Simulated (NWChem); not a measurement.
## Dipole moment of ClLi

```
Li
Cl 1 2.0007
```
Charge 0, spin multiplicity 1.

The numbers come from NWChem runs, not from measurements. All single points use one geometry, from B3LYP/def2-SVP, a minimum by its harmonic frequencies.

Basis set: aug-cc-pVDZ. The CCSD dipole comes from the Λ equations, without orbital relaxation.

The correlated methods keep 5 core orbitals frozen. B3LYP has NWChem's definition, with VWN1-RPA local correlation. The structure started from a generated list of species. Coupled-cluster values serve here as a point of comparison, not as the truth.

Q: Order these methods by the dipole moment they give, lowest first: PBE, BHandHLYP, HF, B3LYP.

A: PBE (6.76 D), B3LYP (6.87 D), BHandHLYP (7.00 D), HF (7.20 D)
